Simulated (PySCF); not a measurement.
Input file for PySCF: R-MP2/6-31G* on H2O2Se (SMILES O[Se]O), a point of a torsion scan.

```python
from pyscf import gto, scf, dft, mp
from pyscf.data.elements import chemcore

mol = gto.M(
    atom='''
    O     1.07257642    0.49073610   -0.27864535
    Se   -0.04216051   -0.85655823   -0.65206433
    O    -0.16308175   -0.67734705   -2.42837810
    H     1.99385019    0.21368128   -0.30593529
    H     0.48124528   -1.22360565   -2.88925117
    ''',
    basis='6-31g*',
    cart=True,
    charge=0, spin=0, verbose=3, max_memory=1800)
mf = scf.RHF(mol)
mf.conv_tol = 1e-8
mf.max_cycle = 100
mf.kernel()
if not mf.converged:
    mf = mf.newton().run(mf.mo_coeff, mf.mo_occ)
pt = mp.MP2(mf, frozen=chemcore(mol)).run()
```

### Question
Give the final energy of this run.

### Answer
-2550.9978 hartree.
